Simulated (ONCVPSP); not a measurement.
**Potentials for indium compared**

Generated with ld1.x 7.5 (TM, RRKJ, ultrasoft, PAW), atompaw 4.2 or ONCVPSP 4.0.1. The cutoff is in Ry: for ld1.x and atompaw files where the sum of valence levels is converged to 10 mRy in a Bessel basis, for ONCV files where the hardest occupied wave has 1 mHa per electron of residual kinetic energy. The error is the largest all-electron minus pseudo excitation energy over each file’s own four to seven test configurations (ionisations up to +4, promotions, holes and added fractions of an electron), all of which were solved. The labels leave out finer settings (local radius, basis sizes, second energies), which also bear on the numbers. Spin-polarised tests are not counted. The rows are a selection from randomly drawn settings: files with unsolved tests, undetermined cutoffs or missed reference levels are left out.

A true bound ghost makes a file unfit for plane-wave use even where its test errors are small: the radial tests pick states by their node count and pass the ghost by.

| potential | cutoff (Ry) | largest error (meV) | bound ghosts |
| --- | --- | --- | --- |
| ONCV, PBE, non-relativistic, rc 2.10/2.10/2.15 (spd), local p, core correction no, reference 5s2, qcut 2.9/4.3/4.8, projectors 1/0/1 | 13 | +92 | d |
| ONCV, PBEsol, scalar-relativistic, rc 1.65/1.45/1.00 (spd), local smoothed, core correction yes, reference 4s2 4p6 4d10 5s1.5, qcut 8.2/11.8/10.7, projectors 2/2/3 | 88 | +2.5 | d |

Q: Fill in the row for In: ONCV, PBE, scalar-relativistic, rc 2.10/2.95/1.70 (spd), local smoothed, core correction yes, reference 4d10 5s2 5p0.5, qcut 2.8/3/9, projectors 3/1/3.

A: cutoff 64 Ry, largest error -65 meV, bound ghosts: s.

Q: Fill in the row for In: ONCV, PBE, scalar-relativistic, rc 2.15/2.15 (sp), local p, core correction yes, reference 5s1 5p2, qcut 2.6/3.4, projectors 2/0.

A: cutoff 35 Ry, largest error -373 meV, bound ghosts: none.

Q: Fill in the row for In: ONCV, PBE, fully relativistic, rc 1.75/2.60 (sp), local smoothed, core correction no, reference 5s2 5p1, qcut 3.4/3.8, projectors 1/1.

A: cutoff 30 Ry, largest error +123 meV, bound ghosts: none.
